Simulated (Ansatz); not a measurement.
One change: `[CH3][Zr]([OH])([OH])[OH]` becomes `[CH3][Ti]([OH])([OH])[OH]`.

Ansatz, PBE0-D4/def2-TZVP geometries, multiplicity 1. Each molecule was computed in one conformer, which needn't be the lowest.

Elements past krypton have def2 core potentials. Scalar relativity is left out up to krypton.

```tsv
property	`[CH3][Zr]([OH])([OH])[OH]`
LUMO energy (B3LYP/def2-TZVPP) / eV	-0.40
HOMO–LUMO gap (B3LYP/def2-TZVPP) / eV	6.45
HOMO energy (B3LYP/def2-TZVPP) / eV	-6.85
HOMO energy (ωB97M-V/def2-TZVPP) / eV	-9.36
HOMO energy (PBE0/def2-TZVPP) / eV	-7.08
HOMO–LUMO gap (ωB97M-V/def2-TZVPP) / eV	10.08
```

Question: What does the change do to each property? (Estimate.)

Answer: Ansatz gave: 
```tsv
property	`[CH3][Ti]([OH])([OH])[OH]`	shift
LUMO energy (B3LYP/def2-TZVPP) / eV	-1.31	-0.91
HOMO–LUMO gap (B3LYP/def2-TZVPP) / eV	5.97	-0.48
HOMO energy (B3LYP/def2-TZVPP) / eV	-7.28	-0.43
HOMO energy (ωB97M-V/def2-TZVPP) / eV	-9.87	-0.51
HOMO energy (PBE0/def2-TZVPP) / eV	-7.51	-0.43
HOMO–LUMO gap (ωB97M-V/def2-TZVPP) / eV	10.79	0.71
```

With PBE0 the HOMO falls by 0.43 eV and the LUMO falls by 0.89 eV, so the gap narrows by about 0.46 eV. PBE moves the HOMO by -0.30 eV and ωB97M-V by -0.51 eV.

B3LYP here is the variant with VWN-RPA as its local correlation; programs differ in this.
